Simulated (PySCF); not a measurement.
C₅H₅Cl, SMILES C=CC=C=CCl. Coordinates come from a PBE0-D3(BJ)/def2-SVP optimisation. The structure was generated by enumeration, and PubChem lists no compound with its InChIKey, so it may never have been made. Other conformers were not sampled.

Level of theory: PBE0-D3(BJ)/def2-SVP (PySCF).

Harmonic wavenumbers (cm⁻¹): 83, 126, 198, 272, 381, 485, 582, 655, 781, 792, 907, 926, 947, 1033, 1115, 1192, 1236, 1297, 1371, 1463, 1715, 2075, 3146, 3167, 3196, 3209, 3274. Rotational constants (GHz): 13.83, 0.9614, 0.9351; symmetry number 1.

### Question
Work out the zero-point energy and the ideal-gas rigid-rotor harmonic-oscillator thermochemistry at 298.15 K and 1 atm.

### Answer
ZPE = ½ Σ hcν = ½ × 35625 cm⁻¹ = 50.93 kcal/mol. H − E(el) = 55.66 kcal/mol. Entropy in cal/(mol K): translation 39.73, rotation 27.65, vibration 14.24, total 81.62. G − E(el) = 31.33 kcal/mol. Cp = 24.32 cal/(mol K). Modes under 150 cm⁻¹ make the vibrational entropy uncertain.
